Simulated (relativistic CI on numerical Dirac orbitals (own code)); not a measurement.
## Transition arrays of Tc²¹⁺

These numbers are calculated, not measured: Dirac-Coulomb-Breit CI, separate exchange-only KLI orbitals for each configuration, a model potential for QED, valence Slater integrals scaled by 0.9, whole transition arrays (own radial code, finite nucleus).

Configurations in the expansion (outside the closed core [Ne] 3s2): 3p⁶3d⁴, 3p⁶3d³4f, 3p⁵3d⁵, 3p⁶3d³4p, 3p⁶3d³5f. Levels of other configurations are missing.

All E1 lines from the levels of 3p⁶3d⁴; mean and standard deviation are weighted by gf, and upper levels are sorted by their leading configuration.

| Upper configuration | Lines | Σgf | Mean (eV) | Mean (nm) | σ (eV) | Strongest line (nm) |
| --- | --- | --- | --- | --- | --- | --- |
| 3p⁶3d³4f | 2825 | 627.2 | 538.64 | 2.302 | 5.57 | 2.283 |
| 3p⁵3d⁵ | 3245 | 247.7 | 178.36 | 6.951 | 14.28 | 6.365 |
| 3p⁶3d³4p | 1718 | 33.8 | 423.80 | 2.926 | 5.40 | 2.918 |
| 3p⁶3d³5f | 2825 | 201.4 | 691.40 | 1.793 | 6.07 | 1.784 |

Σgf per state of the lower configuration in bins of 0.2 nm over the central range (centre: value): 1.7: 0.67, 1.9: 0.29, 2.3: 2.98, 2.9: 0.15, 6.3: 0.13, 6.5: 0.18, 6.7: 0.22, 6.9: 0.16, 7.1: 0.11, 7.3: 0.08, 7.5: 0.07, 7.7: 0.06.

Question: How do configuration mixing and the scaling of the Slater integrals move the arrays?

Answer: Slater scale 0.9, no configuration mixing: 3p⁶3d³4f 538.6 ± 5.6 eV (Σgf 613.6), 3p⁵3d⁵ 178.6 ± 14.3 eV (Σgf 262.5), 3p⁶3d³4p 423.9 ± 5.3 eV (Σgf 34.2), 3p⁶3d³5f 691.2 ± 6.0 eV (Σgf 161.9); Slater scale 1: 3p⁶3d³4f 539.4 ± 6.1 eV (Σgf 631.8), 3p⁵3d⁵ 180.6 ± 15.2 eV (Σgf 248.9), 3p⁶3d³4p 423.9 ± 5.9 eV (Σgf 33.8), 3p⁶3d³5f 691.7 ± 6.7 eV (Σgf 203.2); Slater scale 0.8: 3p⁶3d³4f 537.9 ± 5.1 eV (Σgf 622.6), 3p⁵3d⁵ 176.2 ± 13.4 eV (Σgf 246.5), 3p⁶3d³4p 423.7 ± 4.9 eV (Σgf 33.8), 3p⁶3d³5f 691.1 ± 5.5 eV (Σgf 199.7). With mixing, levels are counted to their leading configuration, so an array can shrink or vanish into another, and the sums then hold other lines.
